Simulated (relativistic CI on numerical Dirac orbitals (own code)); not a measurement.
**How well does a small relativistic CI reproduce Cu?**

Computed by Dirac-Coulomb-Breit CI, orbitals from a KLI potential per configuration, model QED (radiative potential, 1s self-energy scaled to tabulated hydrogen-like ionisation energies), valence Slater integrals scaled by 0.85, P86 correlation energy added to each configuration (own radial code, finite nucleus).

CI space (outside the closed core [Ar]): 3d¹⁰4s, 3d⁹4s², 3d¹⁰4p, 3d⁹4s4p, 3d¹⁰5s, 3d¹⁰4d, 3d¹⁰5p, 3d¹⁰6s, 3d¹⁰4f, 3d¹⁰6p, 3d¹⁰5d, 3d¹⁰7s, 3d¹⁰5g, 3d¹⁰5f, 3d¹⁰7p, 3d¹⁰6d. Levels of other configurations are missing.

```tsv
Configuration	Term (tabulated)	J	Measured (cm⁻¹)	Computed	Error	Purity (%)
3d¹⁰4s	2S	1/2	0.0	0	0	100
3d⁹4s²	2D	5/2	11202.6	1490	-9713	100
3d⁹4s²	2D	3/2	13245.4	3472	-9773	100
3d¹⁰4p	2P°	1/2	30535.3	24523	-6012	74
3d¹⁰4p	2P°	3/2	30783.7	24681	-6103	79
3d⁹4s4p	4P°	5/2	39018.7	21847	-17172	98
3d⁹4s4p	4P°	3/2	40114.0	22855	-17259	93
3d⁹4s4p	4F°	9/2	40909.1	23177	-17732	100
3d⁹4s4p	4P°	1/2	40943.7	23638	-17306	91
3d⁹4s4p	4F°	7/2	41153.4	23501	-17653	91
3d⁹4s4p	4F°	5/2	41562.9	23957	-17605	87
3d⁹4s4p	4F°	3/2	42302.5	24590	-17712	95
3d¹⁰5s	2S	1/2	43137.2	36302	-6835	100
3d⁹4s4p	4D°	7/2	43513.9	25375	-18139	94
3d⁹4s4p	4D° †	5/2	44406.3	25905	-18502	79
3d⁹4s4p	4D° †	3/2	44544.2	26493	-18051	82
3d⁹4s4p	4D°	1/2	44915.6	26889	-18027	95
3d⁹4s4p	2P°	3/2	45879.3	29541	-16339	83
3d¹⁰4d	2D	3/2	49935.2	41769	-8166	100
3d¹⁰4d	2D	5/2	49942.1	41773	-8169	100
```

Measured levels from NIST Handbook of Basic Atomic Spectroscopic Data (Sansonetti and Martin, J. Phys. Chem. Ref. Data 34, 1559 (2005)); pairs were made by configuration, J and term (by order where the table uses no LS term), so strongly mixed levels may be paired wrongly.

Mean error by configuration (cm⁻¹): 3d⁹4s² -9743; 3d¹⁰4p -6058; 3d⁹4s4p -17494; 3d¹⁰5s -6835; 3d¹⁰4d -8167. Over the excited levels the mean absolute error is 13513 cm⁻¹ (19 of the 21 excited levels that our extract of the source holds in range could be paired, and the others can miss by more), and the median relative error of those above 1,000 cm⁻¹ is 42 %. † marks terms whose computed intervals miss the measured ones by more than a factor of 2.5, or configurations far off the rest, from wrong mixing, a near crossing or a doubtful label or measurement; they are left out of the means.

Transition probabilities of persistent lines. The last column rescales the computed rate by the cube of measured over computed energy:

| λ measured (Å) | Lower | Upper | A tabulated (s⁻¹) | A computed | A rescaled |
| --- | --- | --- | --- | --- | --- |
| 2178.94 air | 3d¹⁰4s ²S1/2 | 3d⁹4s4p ²P°3/2 | 9.13e+07 | 9.26e+07 | 3.47e+08 |
| 2225.70 air | 3d¹⁰4s ²S1/2 | 3d⁹4s4p ⁴D°1/2 | 4.44e+07 | 4.36e+06 | 2.03e+07 |
| 2244.26 air | 3d¹⁰4s ²S1/2 | 3d⁹4s4p ⁴D°3/2 | 1.85e+06 | 4.79e+05 | 2.28e+06 |
| 2441.64 air | 3d¹⁰4s ²S1/2 | 3d⁹4s4p ⁴P°1/2 | 2.01e+06 | 1.21e+06 | 6.31e+06 |
| 2492.15 air | 3d¹⁰4s ²S1/2 | 3d⁹4s4p ⁴P°3/2 | 2.79e+06 | 1.05e+05 | 5.68e+05 |
| 3247.54 air | 3d¹⁰4s ²S1/2 | 3d¹⁰4p ²P°3/2 | 1.37e+08 | 5.69e+07 | 1.10e+08 |
| 3273.96 air | 3d¹⁰4s ²S1/2 | 3d¹⁰4p ²P°1/2 | 1.36e+08 | 4.97e+07 | 9.60e+07 |
| 5105.54 air | 3d⁹4s² ²D5/2 | 3d¹⁰4p ²P°3/2 | 2.00e+06 | 6.61e+06 | 3.98e+06 |
| 5153.24 air | 3d¹⁰4p ²P°1/2 | 3d¹⁰4d ²D3/2 | 6.00e+07 | 4.66e+07 | 6.63e+07 |
| 5218.20 air | 3d¹⁰4p ²P°3/2 | 3d¹⁰4d ²D5/2 | 7.50e+07 | 5.95e+07 | 8.38e+07 |
